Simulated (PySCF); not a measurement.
**Working out the ionisation energy of Ni**

Ni [Ar] 3d8 4s2 (3F) → Ni+ [Ar] 3d9 (2D). Computed with PySCF 2.14 in x2c-TZVPall, with the spin-free X2C one-electron Hamiltonian (Gaussian nucleus). Frozen: [Ar]. Energies in hartree (1 hartree = 27.21139 eV):

| part | Ni (lower) | Ni+ (upper) |
| --- | --- | --- |
| UHF | -1519.087419 | -1518.785731 |
| MP2 opposite-spin | -0.169565 | -0.194281 |
| MP2 same-spin | -0.093585 | -0.113637 |

Q: What does Hartree-Fock give?

A: (-1518.785731) − (-1519.087419) = 0.301688 hartree = 8.209 eV.

Q: What do MP2 and SCS-MP2 (6/5 opposite-spin, 1/3 same-spin) give?

A: The opposite-spin parts differ by -0.673 eV and the same-spin parts by -0.546 eV. MP2: 8.209 + (-0.673) + (-0.546) = 6.990 eV. SCS-MP2: 8.209 + 1.2 × (-0.673) + (-0.546)/3 = 7.219 eV.

Reference: 7.640 eV (measured; NIST Atomic Spectra Database, ionization energies), between the lowest levels; spin-orbit coupling is absent from the calculation.

What remains against the reference includes basis incompleteness, the frozen core and correlation beyond second order.
